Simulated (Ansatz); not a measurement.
F3La (SMILES [F][La]([F])[F]), singlet, geometry from GFN2-xTB (such geometries of metal compounds can be far from the true shape) (core potentials on La).

Here is a job for Ansatz (a first-principles code).
Ansatz 0.2 input:
```yaml
crystal:
  periodic: [false, false, false]
  atoms:
    - {symbol: La, position_ang: [0.03101627, -0.05651823, -0.13480663]}
    - {symbol: F, position_ang: [-1.70864996, -0.89419144, 0.33144867]}
    - {symbol: F, position_ang: [-0.05107305, 1.90142145, -0.45924858]}
    - {symbol: F, position_ang: [1.56328666, -0.64928125, 0.98157523]}
basis:
  gaussian:
    orbitals: def2-SV_P_.json
hamiltonian:
  xc: r2scan
```
The basis file holds def2-SV(P) in the JSON format of the Basis Set Exchange.

Question: What does this run give for the total energy, number of basis functions?

Answer: 
The total energy is -330.9464 Eh and the number of basis functions is 67.
